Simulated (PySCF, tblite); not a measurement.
## sulfuric acid and 2 × hydrogen fluoride

A gas-phase complex of sulfuric acid and 2 × hydrogen fluoride; neutral, singlet. The structure comes from a short search (6 tight-binding starts) and was relaxed by PBE0-D3(BJ)/def2-SVPD; another way of binding may lie lower. No frequency run checks that it is a minimum.

Parts: 1 = sulfuric acid (O=S(=O)(O)O), atoms 1–7; 2 = hydrogen fluoride (F), atoms 8–9; 3 = hydrogen fluoride (F), atoms 10–11.

Coordinates in Å:
```
O1      0.320    0.969   -0.788
S2     -0.718    0.534    0.325
O3     -0.592    1.437    1.461
O4     -2.001    0.360   -0.341
O5     -0.196   -0.881    0.805
H6      1.029    1.519   -0.375
H7     -0.656   -1.590    0.292
F8     -1.939   -2.171   -0.739
H9     -2.255   -1.280   -0.783
F10     1.676    2.494    0.916
H11     0.890    2.296    1.405
```

Contacts between parts, classed by geometry: H11···O3 1.714 Å (hydrogen bond, 147°); H9···O4 1.718 Å (hydrogen bond, 147°); H6···F10 1.742 Å (hydrogen bond, 153°); H7···F8 1.745 Å (hydrogen bond, 152°).

Interaction energies are complex less parts, with the parts frozen as they stand in it; counterpoise-corrected, in kcal/mol (PySCF).

Problem. How strongly do the parts interact, level by level?

Solution. 
```csv
level,interaction,superposition error removed
wB97M-D3(BJ)/def2-SVPD,-23.59,-1.99
PBE0-D3(BJ)/def2-SVPD,-24.74,-2.18
```

Problem. What holds them together? Decompose the wB97M-D3(BJ)/def2-SVPD energy: frozen parts, their antisymmetrised product, then relaxation.

Solution. electrostatic -45.2, Pauli repulsion +49.6, orbital relaxation -26.9, dispersion correction -3.0 kcal/mol, which sum to the value before the counterpoise correction; the Pauli term holds the exchange-correlation of the frozen density too. Of the attraction, 60 % is electrostatic, 36 % is orbital relaxation, 4 % is dispersion correction.

Problem. Are the pair energies additive?

Solution. The pairs sum to -23.86 kcal/mol (1–2 -12.0, 1–3 -12.0, 2–3 0.2); the rest of +0.27 is a many-body weakening.

The parts were also relaxed and run alone, at the levels used for the complex: shieldings by PBE0/pcSseg-1; core levels by delta-SCF with SCAN, pcX-2 on the ionised atom and pcseg-1 elsewhere, spin-free X2C.

Values alone: F10–H11 bond (Å): 0.920; shielding of H11 (ppm): 29.25; shielding of O3 (ppm): 78.8; shielding of H9 (ppm): 29.25; shielding of O4 (ppm): 102.2; O1 1s core level (eV): 540.83; O3 1s core level (eV): 539.14; F10 1s core level (eV): 694.12.

Problem. What does binding change?

Solution. 
```tsv
property	alone	in the complex	change
F10–H11 bond (Å)	0.920	0.947	+0.027
shielding of H11 (ppm)	29.25	24.31	-4.95
shielding of O3 (ppm)	78.8	109.9	+31.1
shielding of H9 (ppm)	29.25	24.35	-4.90
shielding of O4 (ppm)	102.2	110.1	+7.9
O1 1s core level (eV)	540.83	541.03	+0.20
O3 1s core level (eV)	539.14	539.84	+0.71
F10 1s core level (eV)	694.12	693.94	-0.18
```
